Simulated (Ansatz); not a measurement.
`[NH2][GeH]1[O][AlH]1` → Al• + Ge• + 4 H• + N• + O•  (atomization)

Gas-phase electronic energies from Ansatz, PBE0-D4/def2-TZVP geometries. CBS: MP2 limit from def2 TZ/QZ plus the TZ coupled-cluster correction, frozen cores. This one scheme is used for every species, atoms too. DFT in def2-TZVPP. Open shells (•) are unrestricted, without spin–orbit coupling. Spin–orbit coupling would lower the free atoms: a little for Al, O; clearly for Ge. Bonds to Ge are less sure, by a few kJ/mol each and by 10 to 20 or more in all where they break to atoms, as the def2 sets lack core-valence functions. Scalar relativity is left out up to krypton. One conformer a species, not always the lowest.

| level | ΔE (kJ/mol) |
| --- | --- |
| BLYP | 2439.8 |
| CCSD(T)/def2-TZVPP | 2405.8 |

What does CCSD(T)/CBS give? (Best estimate.)

The calculation gave: +2488.7 kJ/mol. The listed levels differ from it by -48.9, -82.9 kJ/mol.

Largest T1 diagnostic among the species: 0.018.

At CCSD(T), def2-SVP lies −238.4 kJ/mol from the extrapolated value and def2-TZVPP −82.9 kJ/mol: correlation converges slowly with the basis, and small sets miss more of it in the bonded molecule than in its fragments. From r2SCAN to r2SCAN0 (25 % exact exchange), in def2-TZVPP and without D4, ΔE moves by −71.9 kJ/mol: exact exchange takes away binding that semilocal exchange gives to molecules. The D4 term adds +25.3 kJ/mol with B3LYP and +13.2 kJ/mol with PBE0; it sums over pairs of atoms, weighted by their polarisabilities, and B3LYP, whose exchange is more repulsive, gets the larger term.

B3LYP here is the variant with VWN-RPA as its local correlation; programs differ in this.

For atomizations the MP2-based limit and the directly extrapolated one differ by several kJ/mol either way, and by 10 to 25 for some Ge, Se and Sn compounds, so smaller differences from it don't rank the levels.
